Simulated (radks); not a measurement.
Task: Species: Sm2+. Configuration: [Xe] 4f6 (the NIST ground configuration). Calculated with a radial shooting solver on a logarithmic mesh with Libxc functionals: Dirac Kohn-Sham, LDA (Slater exchange, Perdew-Zunger correlation), spin-unpolarised, spherical densities, finite nucleus; open shells are shared between the two j in proportion to 2j + 1; Fermi nuclear charge, rms radius 5.0819 fm.

Spin-orbit splittings of the eigenvalues, e(l+1/2) - e(l-1/2), with zeta = 2 splitting/(2l+1) and mean radii in bohr:

shell  occ.  splitting (eV)  zeta (eV)  <r> j=l-1/2  <r> j=l+1/2
2p        6           602.1      401.4      0.08076      0.08738
3p        6           121.9      81.24       0.2444       0.2572
3d       10           26.50      10.60       0.2287       0.2327
4p        6           26.91      17.94       0.5934       0.6228
4d       10           4.804      1.922       0.6653       0.6757
4f        6          0.5476     0.1564       0.9821       0.9983
5p        6           3.618      2.412        1.584        1.677
5d        0          0.2868     0.1147        2.495        2.539
5f        0        0.006899   0.001971        7.221        7.244
6p        0               ?          ?        4.177        4.371

Estimate the 6p splitting.

Result: 0.5244 eV (zeta = 0.3496 eV).
